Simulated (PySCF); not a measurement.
Molecule: SMILES C=CC1C[SiH2]C1, C₅H₁₀Si.

Molfile (atoms numbered from 1):
```
C5H10Si
     RDKit          3D

 16 16  0  0  0  0  0  0  0  0999 V2000
    2.4124    0.2902   -0.2548 C   0  0  0  0  0  0  0  0  0  0  0  0
    1.1287   -0.0507   -0.3736 C   0  0  0  0  0  0  0  0  0  0  0  0
    0.0089    0.4900    0.4590 C   0  0  0  0  0  0  0  0  0  0  0  0
   -1.1301    1.0964   -0.4286 C   0  0  0  0  0  0  0  0  0  0  0  0
   -2.0667   -0.5386   -0.2200 Si  0  0  0  0  0  4  0  0  0  0  0  0
   -0.7854   -0.6561    1.1721 C   0  0  0  0  0  0  0  0  0  0  0  0
    2.7402    1.0204    0.4923 H   0  0  0  0  0  0  0  0  0  0  0  0
    3.1822   -0.1454   -0.8969 H   0  0  0  0  0  0  0  0  0  0  0  0
    0.8456   -0.7882   -1.1379 H   0  0  0  0  0  0  0  0  0  0  0  0
    0.4262    1.2215    1.1709 H   0  0  0  0  0  0  0  0  0  0  0  0
   -0.8173    1.4656   -1.4154 H   0  0  0  0  0  0  0  0  0  0  0  0
   -1.6414    1.9163    0.1004 H   0  0  0  0  0  0  0  0  0  0  0  0
   -1.8648   -1.5150   -1.3355 H   0  0  0  0  0  0  0  0  0  0  0  0
   -3.5237   -0.5158    0.1205 H   0  0  0  0  0  0  0  0  0  0  0  0
   -1.2068   -0.3015    2.1261 H   0  0  0  0  0  0  0  0  0  0  0  0
   -0.2186   -1.5774    1.3668 H   0  0  0  0  0  0  0  0  0  0  0  0
  1  2  2  0
  2  3  1  0
  3  4  1  0
  4  5  1  0
  5  6  1  0
  6  3  1  0
  1  7  1  0
  1  8  1  0
  2  9  1  0
  3 10  1  0
  4 11  1  0
  4 12  1  0
  5 13  1  0
  5 14  1  0
  6 15  1  0
  6 16  1  0
M  END
```

Geometry PBE0-D3(BJ)/def2-SVP throughout; GIAO in PySCF, gas phase, one conformer, non-relativistic; equivalent atoms averaged; functional PBE0.

(1) How do the shifts δ (against TMS at the same level) depend on the basis set? (a selection of nuclei; ppm; last column core-seconds on shared hosts with different chips, so compare them loosely)

(2) Which nucleus among those listed moves most, in ppm?

(3) Taking the largest basis, def2-TZVP (252 functions), as the yardstick, rank the others by their worst heavy-atom deviation.

Answers

(1) 
```tsv
basis set	functions	C2	C1	C3	C4/C6	H9	H8	H10	H12/H15	H11/H16	core-s
STO-3G	44	115.5	103.6	44.1	18.5	5.52	5.11	2.15	1.16	0.34	2.9
6-31G	78	141.2	111.5	45.1	15.9	6.87	5.34	3.23	1.87	0.97	5.7
6-31G*	108	137.8	108.7	43.0	15.4	6.43	4.95	3.23	1.65	0.90	8.2
def2-SVP	138	143.3	111.6	41.9	14.9	6.22	4.88	3.04	1.57	0.74	10
pcSseg-1	159	153.4	118.5	45.6	16.9	6.42	5.18	3.14	1.73	0.81	16
6-311+G(2d,p)	230	152.1	115.1	46.0	17.3	6.59	5.05	3.27	1.76	0.90	23
def2-TZVP	252	153.5	116.1	46.6	17.2	6.60	5.07	3.31	1.73	0.90	26
```

(2) C2 (alkene CH): from 115.5 ppm with STO-3G to 153.5 ppm with def2-TZVP. The smallest spread is 0.46 ppm, at H8. Proton shifts span only some 12 ppm, so a few tenths of a ppm matter as much there as several ppm in carbon.

(3) 6-311+G(2d,p) 1.4 ppm (230 functions), pcSseg-1 2.4 ppm (159 functions), def2-SVP 10.2 ppm (138 functions), 6-31G 12.3 ppm (78 functions), 6-31G* 15.7 ppm (108 functions), STO-3G 38.0 ppm (44 functions).

A small basis that lands close on one nucleus may do so by chance; judge by the trend and by all nuclei.
